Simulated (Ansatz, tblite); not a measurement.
Forces on Cu(NH3)Me (CH6CuN) at its PBE0-D4/def2-TZVP geometry. Total charge 0; singlet.

The xTB rows come from tblite.

GFN1-xTB (tblite), largest force 0.83 eV/Å:

```xyz
9
positions Å, forces eV/Å
Cu   -0.002    0.019   -0.014    0.090   -0.662    0.488
N     0.212   -1.563    1.152    0.070   -0.518    0.382
H    -0.374   -1.494    1.978    0.208   -0.104   -0.219
H     1.173   -1.662    1.464   -0.313   -0.047   -0.046
H    -0.043   -2.416    0.665    0.097    0.207    0.224
C    -0.209    1.541   -1.135   -0.055    0.404   -0.298
H    -1.232    1.615   -1.521    0.113    0.276   -0.155
H     0.467    1.495   -1.996   -0.139    0.294   -0.084
H     0.009    2.467   -0.593   -0.071    0.150   -0.292
```

GFN2-xTB (tblite), largest force 1.07 eV/Å:

```
Cu 0.116 -0.857 0.632
N -0.001 0.006 -0.004
H -0.163 0.179 0.080
H 0.210 0.138 -0.044
H -0.083 -0.044 -0.237
C 0.006 -0.041 0.030
H 0.190 0.260 -0.118
H -0.188 0.287 -0.013
H -0.086 0.071 -0.325
```

PBE0-D4/def2-TZVP (Ansatz), largest force 0.02 eV/Å:

```
Cu 0.000 0.003 -0.002
N 0.000 -0.002 0.001
H 0.004 -0.002 -0.004
H -0.006 -0.001 -0.001
H 0.002 0.004 0.004
C 0.002 -0.012 0.009
H -0.004 0.002 -0.003
H 0.003 0.002 -0.005
H 0.001 0.006 0.001
```
